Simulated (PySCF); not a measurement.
**[MoF3]+, triplet: molecular constants**

All numbers come from UPBE0/[Mo def2-TZVP with ECP28, F def2-TZVP], scalar-relativistic core potentials, density fitting, no spin–orbit coupling, PySCF.

The structure is a minimum.

Coordinates in bohr (charge 1 multiplicity 3):
```
Mo    0.0862    0.0000    0.0000
F     3.4092    0.0000    0.0000
F    -1.9421    2.6828    0.0000
F    -1.9421   -2.6828    0.0000
```

| Quantity | Value |
| --- | --- |
| Point group | C2v |
| Bond lengths | Mo–F 1.758 Å, Mo–F 1.780 Å (×2) |
| Bond angles | F–Mo–F 105.8°, F–Mo–F 127.1° (×2) |
| Zero-point energy | 16.2 kJ/mol |
| Spin squared ⟨S²⟩ | 2.007 |
| Enthalpy at 298.15 K above 0 K | 16.20 kJ/mol |
| Highest occupied level (α) | -15.26 eV |
| Rotational constants | 0.2201, 0.165, 0.09431 cm⁻¹ |
| Principal polarisabilities | 21.7, 31.0, 33.5 bohr³ |
| Rotational symmetry number | 2 |
| Principal quadrupole moments (Buckingham, traceless) about the centre of mass | -1.86, -1.31, 3.17 D Å |
| Heat capacity Cp at 298.15 K | 65.9 J/(mol K) |
| Lowest empty level (α) | -11.81 eV |
| Entropy at 298.15 K and 1 bar (electronic part: spin only) | 328.6 J/(mol K) |
| Dipole moment about the centre of mass | 1.02 D |

Harmonic modes (masses in u: Mo 97.905, F 18.998):
```json
{"symmetry": "b2", "ω (cm⁻¹)": "71", "IR (km/mol)": "34.5", "μ (u)": "22.52"}
{"symmetry": "b1", "ω (cm⁻¹)": "72", "IR (km/mol)": "26.9", "μ (u)": "26.94"}
{"symmetry": "a1", "ω (cm⁻¹)": "197", "IR (km/mol)": "6.2", "μ (u)": "20.77"}
{"symmetry": "b2", "ω (cm⁻¹)": "734", "IR (km/mol)": "210", "μ (u)": "22.07"}
{"symmetry": "a1", "ω (cm⁻¹)": "789", "IR (km/mol)": "0.2", "μ (u)": "19.02"}
{"symmetry": "a1", "ω (cm⁻¹)": "846", "IR (km/mol)": "221", "μ (u)": "24.05"}
```

In C2v the vibrations span 2b2 + b1 + 3a1. Here b1 is antisymmetric to the molecular plane and b2 lies in it.

Charges (e):
```tsv
atom	Mulliken	Löwdin	polar tensor	spin (Mulliken)	Mayer order to Mo1
Mo1	1.88	1.29	2.77	1.95	–
F2	-0.28	-0.08	-0.58	-0.04	1.13
F3,4	-0.30	-0.11	-0.59	0.05	1.09
```

Mulliken populations on Mo1 (electrons outside its core potential): s 2.26, p 6.16, d 3.62, f 0.08.

Outer orbital energies (eV). α occupied: -21.19, -20.83, -20.08, -19.99, -19.73, -19.42, -15.60, -15.26; empty: -11.81, -9.81, -9.02, -6.08. β occupied: -21.95, -21.13, -20.98, -20.10, -19.95, -19.71, -19.62, -19.42; empty: -10.90, -10.68, -10.29, -9.07.

Formally Mo is in oxidation state +4, d2, with 2 unpaired electrons (the high-spin count). The Mulliken spin on Mo is 1.95. The polar-tensor charge on Mo, 2.77, is below the formal one.

This need not be the most stable arrangement of these atoms. Other spin states or occupations of the open shell can lie lower.

The final relaxation and frequency run took 69 s on 4 threads of a shared Arm Neoverse V2 host, with 133 basis functions and 15 gradients; the process peaked at 1.5 GiB. Launch command: `OMP_NUM_THREADS=4 python axn.py task.json out`.
